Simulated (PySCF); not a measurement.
**NdC at PBE0**

Level: PBE0. basis Nd x2c-SVPall, C x2c-SVPall; spin-free X2C with a Gaussian nucleus; PySCF 2.14.

| Item | Value |
| --- | --- |
| state | septet, about 3.4 electrons in the 4f shell (Mulliken), real f orbitals that mix terms, a second solution, started from another occupation |
| bond length | 2.030 Å |
| harmonic wavenumber | 652 cm⁻¹ |
| force constant | 2.77 mdyn/Å |
| rotational constant Be | 0.3696 cm⁻¹ |
| anharmonicity ωexe | 2.79 cm⁻¹ |
| vibration–rotation constant αe | 0.00224 cm⁻¹ |
| energy of the minimum from ground-state Nd (4f4 6s2) + C | -3.03 eV |
| bond order (Mayer) | 2.27 |
| dipole moment (positive dipole means Nd(−)C(+)) | -3.93 D |

Spin–orbit coupling is left out, which matters for elements this heavy, above all for dissociation energies.
